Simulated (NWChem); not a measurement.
All runs are NWChem calculations. System: BrFGe, charge 0, spin multiplicity 1, at a geometry optimised with PBE0/def2-SVP. The structure started from a generated list of species. Level: B3LYP/3-21G, VWN1-RPA local correlation.

Output (cleaned and shortened):

```
             Northwest Computational Chemistry Package (NWChem) 7.3.0
             --------------------------------------------------------

                                NWChem Input Module
                                -------------------

 Scaling coordinates for geometry "geometry" by  1.889725989
 (inverse scale =  0.529177249)

 Turning off AUTOSYM since
 SYMMETRY directive was detected!

                             Geometry "geometry" -> ""
                             -------------------------

 Output coordinates in angstroms (scale by  1.889725989 to convert to a.u.)

  No.       Tag          Charge          X              Y              Z
 ---- ---------------- ---------- -------------- -------------- --------------
    1 Ge                  32.0000    -0.80936800    -0.69468800     0.00000000
    2 F                    9.0000     0.37244400    -1.98600000     0.00000000
    3 Br                  35.0000     0.64422200     1.14582900     0.00000000

 Effective nuclear repulsion energy (a.u.)     392.7984122954

            Nuclear Dipole moment (a.u.)
            ----------------------------
        X                 Y               Z
 ---------------- ---------------- ----------------
    -0.0000188973    -0.0000018897     0.0000000000

      Symmetry information
      --------------------

 Group name             Cs
 Group number              2
 Group order               2
 No. of unique centers     3

      Symmetry unique atoms

     1    2    3


 Summary of "ao basis" -> "" (spherical)
 ------------------------------------------------------------------------------
       Tag                 Description            Shells   Functions and Types
 ---------------- ------------------------------  ------  ---------------------
 *                           3-21g                    on all atoms

                                 NWChem DFT Module
                                 -----------------

 Summary of "ao basis" -> "ao basis" (spherical)
 ------------------------------------------------------------------------------
       Tag                 Description            Shells   Functions and Types
 ---------------- ------------------------------  ------  ---------------------
 Ge                          3-21g                  10       22   5s4p1d
 F                           3-21g                   5        9   3s2p
 Br                          3-21g                  10       22   5s4p1d

 Summary of "ao basis" -> "ao basis" (spherical)
 ------------------------------------------------------------------------------
       Tag                 Description            Shells   Functions and Types
 ---------------- ------------------------------  ------  ---------------------
 Ge                          3-21g                  10       22   5s4p1d
 F                           3-21g                   5        9   3s2p
 Br                          3-21g                  10       22   5s4p1d

      Symmetry analysis of basis
      --------------------------

        a'         39
        a"         14

            General Information
            -------------------
          SCF calculation type: DFT
          Wavefunction type:  closed shell.
          No. of atoms     :     3
          No. of electrons :    76
           Alpha electrons :    38
            Beta electrons :    38
          Charge           :     0
          Spin multiplicity:     1
          Use of symmetry is: on ; symmetry adaption is: on
          Maximum number of iterations: 100
          AO basis - number of functions:    53
                     number of shells:    25
          Convergence on energy requested:  1.00D-06
          Convergence on density requested:  1.00D-05
          Convergence on gradient requested:  5.00D-04

              XC Information
              --------------
                         B3LYP Method XC Potential
                     Hartree-Fock (Exact) Exchange  0.200
                        Slater Exchange Functional  0.800 local
                    Becke 1988 Exchange Functional  0.720 non-local
              Lee-Yang-Parr Correlation Functional  0.810
                  VWN I RPA Correlation Functional  0.190 local
[...]
    16 a'         17 a'         18 a'         19 a"         20 a'
    21 a'         22 a"         23 a'         24 a"         25 a'
    26 a'         27 a'         28 a"         29 a"         30 a'
    31 a'         32 a'         33 a'         34 a"         35 a'
    36 a"         37 a'         38 a'         39 a"         40 a'
    41 a'         42 a'         43 a'         44 a"         45 a'
    46 a'         47 a"         48 a'

------------------------------------------------------------
EAF file 0: "./mol.aoints.0" size=524288 bytes
------------------------------------------------------------
               write      read    awrite     aread      wait
               -----      ----    ------     -----      ----
     calls:        1         0         0         0         0
   data(b): 5.24e+05  0.00e+00  0.00e+00  0.00e+00
   time(s): 0.00e+00  0.00e+00  0.00e+00  0.00e+00  0.00e+00
rate(mb/s): 0.00e+00  0.00e+00
------------------------------------------------------------

   convergence    iter        energy       DeltaE   RMS-Dens  Diis-err    time
 ---------------- ----- ----------------- --------- --------- ---------  ------
 d= 0,ls=0.0,diis     1  -4728.0553438839 -5.12D+03  3.57D-02  6.71D-01     0.7
 d= 0,ls=0.0,diis     2  -4727.6139009275  4.41D-01  2.30D-02  5.56D+00     0.8
 d= 0,ls=0.0,diis     3  -4728.1407172663 -5.27D-01  9.45D-03  5.99D-02     0.9
 d= 0,ls=0.0,diis     4  -4728.1465986061 -5.88D-03  4.07D-03  3.60D-02     1.0
 d= 0,ls=0.0,diis     5  -4728.1539481213 -7.35D-03  3.26D-04  1.21D-04     1.1
  Resetting Diis
 d= 0,ls=0.0,diis     6  -4728.1539702764 -2.22D-05  4.07D-05  3.10D-06     1.2
 d= 0,ls=0.0,diis     7  -4728.1539707730 -4.97D-07  1.54D-05  1.99D-07     1.2
 d= 0,ls=0.0,diis     8  -4728.1539707085  6.44D-08  9.68D-06  9.33D-07     1.3

         Total DFT energy =    -4728.153970708536
      One electron energy =    -7379.054594632171
           Coulomb energy =     2439.131643577584
    Exchange-Corr. energy =     -181.029431949318
 Nuclear repulsion energy =      392.798412295370

 Numeric. integr. density =       76.000001810670

     Total iterative time =      1.0s

                  Occupations of the irreducible representations
                  ----------------------------------------------

                     irrep           alpha         beta
                     --------     --------     --------
                     a'               28.0         28.0
                     a"               10.0         10.0

                       DFT Final Molecular Orbital Analysis
                       ------------------------------------

 Vector   36  Occ=2.000000D+00  E=-3.010301D-01  Symmetry=a"
              MO Center=  5.6D-01,  9.1D-01,  1.5D-14, r^2= 2.0D+00
   Bfn.  Coefficient  Atom+Function         Bfn.  Coefficient  Atom+Function
  ----- ------------  ---------------      ----- ------------  ---------------
    48      0.574860  3 Br pz                44      0.484310  3 Br pz
    40     -0.333223  3 Br pz                31     -0.143679  2 F  pz
    27     -0.122631  2 F  pz                36      0.107757  3 Br pz
    13      0.105138  1 Ge pz                17      0.096963  1 Ge pz
     9     -0.055860  1 Ge pz

 Vector   37  Occ=2.000000D+00  E=-2.956716D-01  Symmetry=a'
              MO Center=  3.8D-01,  7.6D-01, -3.4D-15, r^2= 2.7D+00
   Bfn.  Coefficient  Atom+Function         Bfn.  Coefficient  Atom+Function
  ----- ------------  ---------------      ----- ------------  ---------------
    47      0.492362  3 Br py                43      0.428066  3 Br py
    39     -0.289817  3 Br py                46     -0.228309  3 Br px
    42     -0.211547  3 Br px                14      0.173605  1 Ge s
    11     -0.150820  1 Ge px                38      0.143962  3 Br px
    30      0.130837  2 F  py                29      0.122197  2 F  px

 Vector   38  Occ=2.000000D+00  E=-2.741052D-01  Symmetry=a'
              MO Center= -1.1D-01,  5.7D-02, -1.5D-14, r^2= 3.9D+00
   Bfn.  Coefficient  Atom+Function         Bfn.  Coefficient  Atom+Function
  ----- ------------  ---------------      ----- ------------  ---------------
    46      0.473200  3 Br px                14      0.426933  1 Ge s
    42      0.386667  3 Br px                38     -0.263636  3 Br px
    11     -0.253231  1 Ge px                10      0.231972  1 Ge s
    29      0.223484  2 F  px                25      0.193628  2 F  px
     6     -0.164355  1 Ge s                  7      0.122913  1 Ge px

 Vector   39  Occ=0.000000D+00  E=-1.041404D-01  Symmetry=a"
              MO Center= -6.4D-01, -6.5D-01,  3.3D-17, r^2= 3.1D+00
   Bfn.  Coefficient  Atom+Function         Bfn.  Coefficient  Atom+Function
  ----- ------------  ---------------      ----- ------------  ---------------
    17      0.567952  1 Ge pz                13      0.519565  1 Ge pz
    48     -0.268872  3 Br pz                 9     -0.250754  1 Ge pz
    31     -0.237106  2 F  pz                27     -0.188996  2 F  pz
    44     -0.181134  3 Br pz                40      0.122145  3 Br pz
     5      0.080230  1 Ge pz                36     -0.039316  3 Br pz

 Vector   40  Occ=0.000000D+00  E=-4.682615D-03  Symmetry=a'
              MO Center= -7.3D-01, -6.0D-01, -1.1D-15, r^2= 4.1D+00
   Bfn.  Coefficient  Atom+Function         Bfn.  Coefficient  Atom+Function
  ----- ------------  ---------------      ----- ------------  ---------------
    16      0.852913  1 Ge py                45     -0.543641  3 Br s
    46      0.428547  3 Br px                47      0.426599  3 Br py
    12      0.423849  1 Ge py                15      0.339277  1 Ge px
     8     -0.205342  1 Ge py                14      0.200450  1 Ge s
    29     -0.185756  2 F  px                42      0.184319  3 Br px

 Vector   41  Occ=0.000000D+00  E= 2.153207D-02  Symmetry=a'
              MO Center= -5.0D-01, -6.8D-01,  8.6D-16, r^2= 3.7D+00
   Bfn.  Coefficient  Atom+Function         Bfn.  Coefficient  Atom+Function
  ----- ------------  ---------------      ----- ------------  ---------------
    15      0.766239  1 Ge px                28     -0.506370  2 F  s
    16     -0.388910  1 Ge py                11      0.346755  1 Ge px
    47      0.343800  3 Br py                14      0.270490  1 Ge s
    10      0.268249  1 Ge s                 30     -0.249929  2 F  py
    43      0.179615  3 Br py                 7     -0.177219  1 Ge px

 center of mass
 --------------
 x =  -0.01388798 y =   0.02719362 z =   0.00000000

 moments of inertia (a.u.)
 ------------------
         769.550058877001        -308.970913997007           0.000000000000
        -308.970913997007         300.746564138737           0.000000000000
           0.000000000000           0.000000000000        1070.296623015738

     Multipole analysis of the density
     ---------------------------------

     L   x y z        total         alpha         beta         nuclear
     -   - - -        -----         -----         ----         -------
     0   0 0 0     -0.000000    -38.000000    -38.000000     76.000000

     1   1 0 0     -0.818157     -0.409069     -0.409069     -0.000019
     1   0 1 0     -0.244286     -0.122142     -0.122142     -0.000002
     1   0 0 1     -0.000000     -0.000000     -0.000000      0.000000

     2   2 0 0    -30.371716    -80.780328    -80.780328    131.188940
     2   1 1 0      0.881737    -65.929305    -65.929305    132.740347
     2   1 0 1     -0.000000     -0.000000     -0.000000      0.000000
     2   0 2 0    -32.856713   -189.433982   -189.433982    346.011251
     2   0 1 1     -0.000000     -0.000000     -0.000000      0.000000
     2   0 0 2    -27.675342    -13.837671    -13.837671      0.000000

 Task  times  cpu:        1.3s     wall:        1.3s

 Total times  cpu:        1.4s     wall:        1.4s
```

Problem. Write an NWChem input that would produce this output.

Solution. This is not unique; one that fits is 
```
start mol
memory heap 200 mb stack 900 mb global 1100 mb
geometry units angstroms nocenter noautoz
  Ge    -0.809368    -0.694688     0.000000
  F      0.372444    -1.986000     0.000000
  Br     0.644222     1.145829     0.000000
  symmetry group Cs
end
basis spherical
  * library 3-21g
end
dft
  xc b3lyp
  semidirect memsize 60000000 filesize 0
  iterations 100
end
task dft energy
```
